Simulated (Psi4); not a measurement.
Cl3Ga, triplet, geometry from GFN2-xTB (such geometries of metal compounds can be far from the true shape) (a higher spin typed on purpose: for a closed-shell molecule this is an excited state), with bond 2-1 at 1.3 times its length; HF/def2-SVP run with Psi4.

Psi4 was given this input:
```
memory 2 GB

molecule {
0 3
Ga   -0.45767992    0.06399269    0.53548351
Cl   -2.09094523   -1.71777396   -0.92585888
Cl    0.69151346    1.64016877   -0.81695315
Cl    1.85711718   -0.45026428    0.42910924
}

set {
  basis def2-svp
  reference uhf
  guess sap
}

energy('scf')
print_variables()
```

**Question.** Predict the main parts of the log of this Psi4 run.

**Answer.** 
```
   => Loading Basis Set <=

    Name: DEF2-SVP
    Role: ORBITAL
    Keyword: BASIS

         ---------------------------------------------------------
                                   SCF
               by Justin Turney, Rob Parrish, Andy Simmonett
                          and Daniel G. A. Smith
                              UHF Reference
         ---------------------------------------------------------

  ==> Geometry <==

    Molecular point group: c1
    Full point group: C1

    Geometry (in Angstrom), charge = 0, multiplicity = 3:

       Center              X                  Y                   Z               Mass
    ------------   -----------------  -----------------  -----------------  -----------------
         GA          -0.368276901408     0.144807765721     0.587431163317    68.925573500000
         CL          -2.001542211408    -1.636958884279    -0.873911226683    34.968852682000
         CL           0.780916478592     1.720983845721    -0.765005496683    34.968852682000
         CL           1.946520198592    -0.369449204279     0.481056893317    34.968852682000

  Running in c1 symmetry.

  Rotational constants: A =      0.09218  B =      0.03677  C =      0.03179 [cm^-1]
  Rotational constants: A =   2763.59647  B =   1102.26324  C =    953.11771 [MHz]
  Nuclear repulsion =  460.506030602782744

  Charge       = 0
  Multiplicity = 3
  Electrons    = 82
  Nalpha       = 42
  Nbeta        = 40

  ==> Algorithm <==

  SCF Algorithm Type is DF.
  DIIS enabled.
  MOM disabled.
  Fractional occupation disabled.
  Guess Type is SAP.
  Energy threshold   = 1.00e-06
  Density threshold  = 1.00e-06
  Integral threshold = 1.00e-12

  ==> Primary Basis <==

  Basis Set: DEF2-SVP
    Blend: DEF2-SVP
    Number of shells: 36
    Number of basis functions: 86
    Number of Cartesian functions: 92
    Spherical Harmonics?: true
    Max angular momentum: 2

   => Loading Basis Set <=

    Name: (DEF2-SVP AUX)
    Role: JKFIT
    Keyword: DF_BASIS_SCF

  ==> Integral Setup <==

  SCF_SUBTYPE=INCORE selected. In-core MEM_DF algorithm will be used.
  Using in-core AOs.

  ==> MemDFJK: Density-Fitted J/K Matrices <==

    J tasked:                   Yes
    K tasked:                   Yes
    wK tasked:                   No
    Algorithm:                 Core
    Schwarz Cutoff:           1E-12
    Mask sparsity (%):       9.4646
    Fitting Condition:        1E-10

   => Auxiliary Basis Set <=

  Basis Set: (DEF2-SVP AUX)
    Blend: DEF2-UNIVERSAL-JKFIT
    Number of shells: 174
    Number of basis functions: 650
    Number of Cartesian functions: 836
    Spherical Harmonics?: true
    Max angular momentum: 5

  Minimum eigenvalue in the overlap matrix is 2.9741284817E-02.
  Reciprocal condition number of the overlap matrix is 9.0657744700E-03.
    Using symmetric orthogonalization.

  ==> Pre-Iterations <==

  SCF Guess: Superposition of Atomic Potentials (doi:10.1021/acs.jctc.8b01089).

  ==> SAP guess <==

   => Molecular Quadrature <=

    Radial Scheme          =       TREUTLER
    Pruning Scheme         =           NONE
    Nuclear Scheme         =       TREUTLER

    Blocking Scheme        =         OCTREE
    BS radius alpha        =              1
    Pruning alpha          =              1
    Radial Points          =             75
    Spherical Points       =            302
    Total Points           =          85476
    Total Blocks           =            728
    Max Points             =            255
    Max Functions          =             79
    Weights Tolerance      =       1.00E-15

   -------------------------------------------------------
    Irrep   Nso     Nmo     Nalpha   Nbeta   Ndocc  Nsocc
   -------------------------------------------------------
     A         86      86      42      40      40       2
   -------------------------------------------------------
    Total      86      86      42      40      40       2
   -------------------------------------------------------

  ==> Iterations <==

                           Total Energy        Delta E     RMS |[F,P]|

   @DF-UHF iter   1: -3300.66647108753705   -3.30067e+03   9.75136e-03 DIIS/ADIIS
   @DF-UHF iter   2: -3300.81975350490848   -1.53282e-01   6.92379e-03 DIIS/ADIIS
   @DF-UHF iter   3: -3300.97905676389473   -1.59303e-01   2.65233e-03 DIIS/ADIIS
   @DF-UHF iter   4: -3301.01479820645409   -3.57414e-02   5.48738e-04 DIIS/ADIIS
   @DF-UHF iter   5: -3301.01850148208632   -3.70328e-03   2.70503e-04 DIIS/ADIIS
   @DF-UHF iter   6: -3301.02073257559005   -2.23109e-03   2.63465e-04 DIIS/ADIIS
   @DF-UHF iter   7: -3301.02283554155338   -2.10297e-03   3.58690e-04 DIIS/ADIIS
   @DF-UHF iter   8: -3301.02131724965238    1.51829e-03   2.80306e-04 DIIS/ADIIS
   @DF-UHF iter   9: -3301.01960495930825    1.71229e-03   5.97635e-05 DIIS
   @DF-UHF iter  10: -3301.01975475249355   -1.49793e-04   5.00648e-05 DIIS
   @DF-UHF iter  11: -3301.01979522056718   -4.04681e-05   2.14196e-05 DIIS
   @DF-UHF iter  12: -3301.01982434062438   -2.91201e-05   1.33204e-05 DIIS
   @DF-UHF iter  13: -3301.01983889197618   -1.45514e-05   7.87760e-06 DIIS
   @DF-UHF iter  14: -3301.01984119863027   -2.30665e-06   5.87304e-06 DIIS
   @DF-UHF iter  15: -3301.01984094035197    2.58278e-07   1.69968e-06 DIIS
   @DF-UHF iter  16: -3301.01984094370118   -3.34921e-09   9.18809e-07 DIIS
  Energy and wave function converged.

  ==> Post-Iterations <==

   @Spin Contamination Metric:   3.168561699E-02
   @S^2 Expected:                2.000000000E+00
   @S^2 Observed:                2.031685617E+00
   @S   Expected:                1.000000000E+00
   @S   Observed:                1.000000000E+00

    Orbital Energies [Eh]
    ---------------------

    Alpha Occupied:

[...]
    Alpha Virtual:

[...]
    Beta Occupied:

[...]
      40A     -0.286743

    Beta Virtual:

[...]
      86A      2.494609

    Final Occupation by Irrep:
              A
    DOCC [    40 ]
    SOCC [     2 ]
    NA   [    42 ]
    NB   [    40 ]

  @DF-UHF Final Energy: -3301.01984094370118

   => Energetics <=

    Nuclear Repulsion Energy =            460.5060306027827437
    One-Electron Energy =               -5507.8975259132239444
    Two-Electron Energy =                1746.3716543667401311
    Total Energy =                      -3301.0198409437011833

  UHF NO Occupations:
  HONO-2 :   40  A 1.9914421
  HONO-1 :   41  A 1.0000000
  HONO-0 :   42  A 1.0000000
  LUNO+0 :   43  A 0.0085579
  LUNO+1 :   44  A 0.0032170
  LUNO+2 :   45  A 0.0013006
  LUNO+3 :   46  A 0.0011146

Computation Completed

Properties will be evaluated at   0.000000,   0.000000,   0.000000 [a0]

Properties computed using the SCF density matrix

 Multipole Moments:

 ------------------------------------------------------------------------------------
     Multipole            Electronic (a.u.)      Nuclear  (a.u.)        Total (a.u.)
 ------------------------------------------------------------------------------------

 L = 1.  Multiply by 2.5417464519 to convert [e a0] to [Debye]
 Dipole X            :         -2.7045801            1.7453926           -0.9591875
 Dipole Y            :          0.7246558           -0.6862945            0.0383613
 Dipole Z            :          3.7456496           -2.7840410            0.9616086
 Magnitude           :                                                    1.3587507

 ------------------------------------------------------------------------------------

  Variable Map:
  ----------------------------------------------------------------------------
[...]
  Array Variable Map:
  ----------------------------------------------------------------------------
[...]
[...]
```
